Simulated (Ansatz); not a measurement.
`[F][Al]([Cl])[Cl]` + CH₃SH → `C[S][Al]([F])[Cl]` + HCl at 600 K and 1 bar (ligand exchange at the Al–Cl bond).

Gas-phase electronic energies from Ansatz, PBE0-D4/def2-TZVP geometries. CBS: MP2 limit from def2 TZ/QZ plus the TZ coupled-cluster correction, frozen cores. This one scheme is used for every species. One conformer a species, not always the lowest.

```
            species  CCSD(T)/CBS energy (Eh)  H − E (kJ/mol)  S (J/(mol·K))
`[F][Al]([Cl])[Cl]`              -1261.58534            53.3          362.4
              CH₃SH               -438.22835           152.3          296.8
`C[S][Al]([F])[Cl]`              -1239.41425           172.5          452.7
                HCl               -460.38127            35.4          207.2
```

H − E and S are ideal-gas, rigid-rotor, harmonic terms from PBE0-D4/def2-TZVP, for one conformer and one mirror image of each species. 1 Eh = 2625.50 kJ/mol, R = 8.31446 J/(mol·K).

Question: By hand: ΔE, ΔH, ΔS and ΔG.

Answer: ΔE = (-1239.41425) + (-460.38127) − (-1261.58534) − (-438.22835) = 0.01817 Eh = 47.7 kJ/mol. Δ(H − E) = 172.5 + 35.4 − 53.3 − 152.3 = 2.3, so ΔH = 50.0 kJ/mol. ΔS = 452.7 + 207.2 − 362.4 − 296.8 = 0.7 J/(mol·K). ΔG = 50.0 − 600 × (0.7)/1000 = 49.6 kJ/mol.

Question: By hand: the equilibrium constant, and the temperature at which ΔG would vanish if ΔH and ΔS stayed fixed.

Answer: log₁₀ K = −ΔG/(RT ln 10) = -4.3. ΔG = 0 at ΔH/ΔS = 71429 K, far beyond where these terms or the molecules hold.

The number of gas molecules stays the same, so ΔS is small and ΔH decides. A doubt of 5 kJ/mol in ΔE shifts log₁₀ K by 0.4 here. Other conformers and mirror images would add mixing entropy, several J/(mol·K) or more a flexible species. Modes under 60 cm⁻¹, often nearly free rotors, make the harmonic entropy too high. These are equilibria of isolated gas molecules and say nothing of rates. Largest T1 diagnostic: 0.011 (customary marks: 0.02 for closed shells, 0.045 for open ones).
